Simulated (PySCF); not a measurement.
Geometry:
| atom | x (Å) | y (Å) | z (Å) |
| --- | --- | --- | --- |
| C1 | 3.367 | 0.987 | -0.178 |
| C2 | 2.048 | 1.025 | -0.363 |
| C3 | 1.242 | -0.094 | -0.942 |
| C4 | 0.174 | -0.647 | -0.011 |
| C5 | -0.628 | -1.810 | -0.606 |
| C6 | -2.082 | -1.479 | -0.281 |
| C7 | -2.075 | 0.032 | -0.340 |
| O8 | -0.824 | 0.376 | 0.276 |
| Al9 | -0.758 | 1.574 | 1.862 |
| H10 | 3.961 | 0.108 | -0.452 |
| H11 | 3.904 | 1.834 | 0.256 |
| H12 | 1.492 | 1.926 | -0.075 |
| H13 | 0.739 | 0.240 | -1.869 |
| H14 | 1.902 | -0.932 | -1.224 |
| H15 | 0.618 | -0.902 | 0.963 |
| H16 | -0.479 | -1.844 | -1.698 |
| H17 | -0.304 | -2.777 | -0.197 |
| H18 | -2.343 | -1.805 | 0.738 |
| H19 | -2.799 | -1.931 | -0.981 |
| H20 | -2.081 | 0.412 | -1.376 |
| H21 | -2.869 | 0.524 | 0.236 |
| H22 | -0.389 | 3.000 | 1.223 |
| H23 | 0.393 | 0.819 | 2.689 |
| H24 | -2.280 | 1.375 | 2.347 |

Geometry: PBE0-D3(BJ)/def2-SVP; GIAO absolute shieldings from PySCF 2.14, gas phase, non-relativistic, averaged over equivalent atoms.

At WP04/pcSseg-1 (235 basis functions, 51 s wall time on 1 thread of an Arm Neoverse V2, shared host):
```
      atoms  σ (ppm)
         C2     30.0
         C1     48.3
         C4     81.9
         C7     96.9
         C3    128.0
         C5    136.1
         C6    141.8
         O8    250.3
        Al9    418.1
        H12    25.15
        H11    26.36
        H10    26.49
        H21    27.07
        H15    27.16
        H20    27.99
H22/H23/H24    28.40
        H13    29.41
        H17    29.47
        H18    29.69
        H14    29.72
        H19    29.90
        H16    30.14
```

Q: Estimate the result of repeating the calculation with PBE0/pcSseg-1.

A: 
```
      atoms  σ at PBE0/pcSseg-1  change
         C2                39.9    +9.9
         C1                58.4   +10.1
         C4                97.1   +15.2
         C7               111.3   +14.4
         C3               139.4   +11.4
         C5               149.6   +13.5
         C6               156.1   +14.3
         O8               265.4   +15.1
        Al9               401.2   -16.9
        H12               24.45   -0.70
        H11               25.76   -0.60
        H10               25.84   -0.65
        H21               26.66   -0.41
        H15               26.83   -0.33
        H20               27.64   -0.35
H22/H23/H24               27.02   -1.38
        H13               29.06   -0.35
        H17               29.07   -0.40
        H18               29.38   -0.31
        H14               29.38   -0.34
        H19               29.59   -0.31
        H16               29.89   -0.25
```

The largest change is at Al9 (aluminium bonded to O, 3 H). Cost: 235 basis functions, 51 s wall time on 1 thread of an Arm Neoverse V2, shared host. The order of the carbon signals is the same at both levels.
